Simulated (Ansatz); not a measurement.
The cluster SnBi₂. Charge 0, multiplicity 3. Geometry PBE0-D4/def2-SVP; atoms count from 1.

```xyz
3

Bi    1.339   -1.265    0.024
Bi    0.350    1.449    0.423
Sn   -1.690   -0.183   -0.447
```

In the def2 sets Bi, Sn take a core potential; there is no spin–orbit coupling. At PBE0-D4/def2-TZVP a singlet of charge 0 lies 0.97 eV below the triplet, each at its own geometry. The structure comes from a short search, and lower isomers may exist.

Estimate the Mulliken populations from the PBE0/def2-TZVP orbitals of Ansatz.


```json
{"atom": "Bi1", "charge (e)": "-0.01", "spin (α − β)": "1.50"}
{"atom": "Bi2", "charge (e)": "-0.13", "spin (α − β)": "0.04"}
{"atom": "Sn3", "charge (e)": "0.14", "spin (α − β)": "0.46"}
```
Mulliken values and Mayer orders depend strongly on the basis.

Where does the spin sit?

Summed by element: Bi 1.54, Sn 0.46, of 2 unpaired in all. Largest on single atoms: Bi1 1.50, Sn3 0.46, Bi2 0.04.

And the Mayer bond orders between bonded heavy atoms (over 0.3)?

Bi1–Bi2 1.24 (2.92 Å); Bi1–Sn3 0.67 (3.25 Å); Bi2–Sn3 1.70 (2.75 Å).
